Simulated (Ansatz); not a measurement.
System: BNH$_{2}$, charge 0, singlet. BNH2 (iminoborane, SMILES N=B).
B3LYP-D3(BJ)/def2-TZVP minimum from Ansatz (a program for electronic structure):
```xyz
4

B      0.0000     0.0000    -0.6920
N      0.0000     0.0000     0.5409
H      0.0000     0.0000    -1.8589
H      0.0000     0.0000     1.5327
```
Charge 0, spin multiplicity 1.

Total energies in hartree (Ansatz). Open shells are spin-unrestricted; no spin-orbit coupling. Cores are frozen in correlated methods. No relativity. Where a partner has so few electrons that a lower coupled-cluster level is exact, that level stands in.

```csv
species,HF/cc-pVTZ,CCSD(T)/cc-pVTZ,HF/cc-pVQZ,CCSD(T)/cc-pVQZ,CCSDT(Q)/cc-pVQZ
"1: BNH2 (iminoborane, SMILES B=N)",-80.32613,-80.65587,-80.33254,-80.68038,-80.68148
2: B (doublet),-24.53207,-24.59810,-24.53297,-24.60084,-24.60125
3: N (quartet),-54.40069,-54.51471,-54.40372,-54.52482,-54.52521
4: H (doublet),-0.49981,-0.49981,-0.49995,-0.49995,-0.49995
```

Question: Work out the atomisation energy (electronic, to ground-state atoms) in kcal/mol: take Hartree-Fock from cc-pVQZ, extrapolate the CCSD(T) correlation energy as X^-3 (X = 3, 4), and add CCSDT(Q) - CCSD(T) in cc-pVQZ. 1 hartree = 627.51 kcal/mol.

Answer: 
Species 1: correlation (64·(-0.34784) - 27·(-0.32974))/37 = -0.36105; step -0.00110; E1 = -80.33254 + (-0.36105) + (-0.00110) = -80.69469
Species 2: correlation (64·(-0.06787) - 27·(-0.06603))/37 = -0.06921; step -0.00041; E2 = -24.53297 + (-0.06921) + (-0.00041) = -24.60259
Species 3: correlation (64·(-0.12110) - 27·(-0.11402))/37 = -0.12627; step -0.00039; E3 = -54.40372 + (-0.12627) + (-0.00039) = -54.53038
Species 4: correlation (64·(0.00000) - 27·(0.00000))/37 = 0.00000; step +0.00000; E4 = -0.49995 + (0.00000) + (+0.00000) = -0.49995
-1·E1 +1·E2 +1·E3 +2·E4 = 0.56182 hartree = 352.5 kcal/mol.
